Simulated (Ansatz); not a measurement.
Ansatz (a program for electronic structure) input (B3LYP-D3(BJ)/def2-TZVP):

Ansatz 0.2 input:
```yaml
crystal:
  periodic: [false, false, false]
  atoms:
    - {symbol: C, position_ang: [-1.55999224, 0.21738775, -0.18762444]}
    - {symbol: C, position_ang: [-0.44126879, -0.30438089, 0.19266763]}
    - {symbol: C, position_ang: [0.90478184, 0.09910042, -0.32554650]}
    - {symbol: Cl, position_ang: [1.88223944, 0.80600807, 1.00558025]}
    - {symbol: H, position_ang: [-2.60336479, 0.12744641, -0.00690668]}
    - {symbol: H, position_ang: [-0.38686878, -1.08526464, 0.96176951]}
    - {symbol: H, position_ang: [0.82280335, 0.85862696, -1.10092547]}
    - {symbol: H, position_ang: [1.46347112, -0.76326610, -0.68973301]}
basis:
  gaussian:
    orbitals: def2-TZVP
hamiltonian:
  xc: b3lyp
  dispersion: d3bj
magnetization: {spin_polarized: true, initial_magnetization: 1}
relax: {f_tol: 0.002, max_steps: 150}
```

End of the output:

```
mean field -15698.06665962 eV, -576.8933092094 hartree, gradient 1.8e-5 eV, S^2 0.759349; 0 other end points of the search recorded, 0 dependent functions left out
the calculation of the forces begins
reference -15698.06691154 eV, -576.8933184670 hartree; 20, 19 occupied and 134, 135 virtual orbitals, 979 factors
relax step   7: F+E_penalty+E_count = -15698.33796967 eV  Δ(F+E_penalty+E_count) = -3.186e-5 eV  max|allowed force component| = 9.610e-3 eV/Å  Δτ_max = 0.0048 Å  (39 SCF iters, accepted)
these checks for a lower state are left out or cut short: starts, cluster_reference, orbital_swaps, neighbouring_geometries, increment
integrals: 0.06 GiB planned
979 factors; their error is unknown
mean field: 0.80 GiB planned
mean field evaluation 64: about -15698.0491 eV, gradient 3.1e-1 eV
mean field -15698.06665427 eV, -576.8933090128 hartree, gradient 1.8e-5 eV, S^2 0.759352; 0 other end points of the search recorded, 0 dependent functions left out
the calculation of the forces begins
reference -15698.06690618 eV, -576.8933182700 hartree; 20, 19 occupied and 134, 135 virtual orbitals, 979 factors
relax step   8: F+E_penalty+E_count = -15698.33797484 eV  Δ(F+E_penalty+E_count) = -5.168e-6 eV  max|allowed force component| = 1.435e-3 eV/Å  Δτ_max = 0.0006 Å  (39 SCF iters, accepted)
integrals: 0.06 GiB planned
979 factors; their error is unknown
mean field: 0.80 GiB planned
mean field evaluation 96: about -15698.0667 eV, gradient 1.6e-4 eV
mean field -15698.06665427 eV, -576.8933090128 hartree, gradient 1.8e-5 eV, S^2 0.759352; 1 other end points of the search recorded, 0 dependent functions left out
the calculation of the forces begins
reference -15698.06690618 eV, -576.8933182700 hartree; 20, 19 occupied and 134, 135 virtual orbitals, 979 factors
Total energy: -15698.33822674 eV, -576.9032891168 hartree
Atom 0 at    -1.563790     0.208511    -0.206782 Å, force    -0.000055    -0.000310     0.000110 eV/Å
Atom 1 at    -0.433934    -0.295645     0.205873 Å, force     0.001277     0.001004    -0.001026 eV/Å
Atom 2 at     0.904983     0.104814    -0.321832 Å, force     0.000615    -0.000710     0.000711 eV/Å
Atom 3 at     1.941520     0.791002     1.002063 Å, force     0.000072     0.000507     0.000985 eV/Å
Atom 4 at    -2.618479     0.093134    -0.018231 Å, force     0.000129     0.000146    -0.000303 eV/Å
Atom 5 at    -0.427318    -1.063992     0.983166 Å, force     0.000345    -0.000185     0.000244 eV/Å
Atom 6 at     0.823463     0.868869    -1.088360 Å, force    -0.000949    -0.000317    -0.000104 eV/Å
Atom 7 at     1.455356    -0.751033    -0.706616 Å, force    -0.001435    -0.000136    -0.000616 eV/Å
Dipole moment:    -0.258965    -0.248169    -0.186182 e Å
```

It need not be the lowest isomer of its formula.
